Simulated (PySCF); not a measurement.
## How methods differ on the ionisation energy of Nb²⁺

Nb²⁺ [Kr] 4d3 (4F) → Nb³⁺ [Kr] 4d2 (3F), as a difference of total energies. All numbers are calculated (PySCF 2.14, the spin-free X2C one-electron Hamiltonian (Gaussian nucleus), in x2c-TZVPPall with one added diffuse shell each of s, p, d, f type (9s7p7d3f1g, 95 functions)). Correlated levels: valence: [Kr] frozen. The calculations carry no spin-orbit coupling.

```csv
method,ionisation energy (eV)
UHF,24.236
MP2 (valence),24.542
SCS-MP2 (valence),24.338
CCSD (valence),24.606
CCSD(T) (valence),24.609
```

Problem. How much does correlation contribute at CCSD(T) (valence)?

Solution. 24.609 − (24.236) = 0.373 eV, measured against UHF.

A first-order spin-orbit estimate (lowest level to lowest level, LS coupling) adds -0.023 eV.

Errors of the correlated levels include the incompleteness of this basis and the frozen core.

For comparison: 25.04 eV (semi-empirical (NIST evaluation); NIST Atomic Spectra Database, ionization energies).
